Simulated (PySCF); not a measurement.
Gas-phase reaction: InI3 + 2 InF3 → 3 InI + 3 F2

Method: PySCF energies (xtb for GFN2) plus ideal-gas RRHO corrections (1 bar). † marks an energy on the PBE0/def2-TZVP geometry and frequencies; other levels use their own. CCSD(T) freezes the core. All species are closed-shell singlets. I, In: scalar-relativistic def2 core potential, no spin-orbit coupling. CCSD(T) isn't extrapolated to the basis-set limit; its ΔH°(298 K) is 1586.4 kJ in def2-SVP and 1622.0 kJ in def2-TZVPP. The harmonic model lacks anharmonicity and excited electronic states, which grow with temperature; levels with a mode under 35 cm⁻¹ are left out. Soft modes under 120 cm⁻¹ make the harmonic entropy rough for InI3.

| level | ΔE electronic, kJ | ΔH°(298 K), kJ | ΔS°(298 K), J/K | ΔG°(1400 K), kJ |
|---|---|---|---|---|
| BLYP/def2-TZVP† | 1454 | 1449 | 390 | 930 |
| CCSD(T)/def2-TZVPP† | 1628 | 1622 | 390 | 1103 |
| GFN2-xTB | 1193 | 1188 | 345 | 735 |
| PBE0/def2-TZVP | 1594 | 1589 | 390 | 1069 |
| r2SCAN/def2-TZVP† | 1642 | 1636 | 390 | 1117 |
| ωB97X-V/def2-TZVP† | 1677 | 1671 | 390 | 1152 |
ΔH° is lowest at GFN2-xTB and highest at ωB97X-V/def2-TZVP†. No reference value is set beside these.
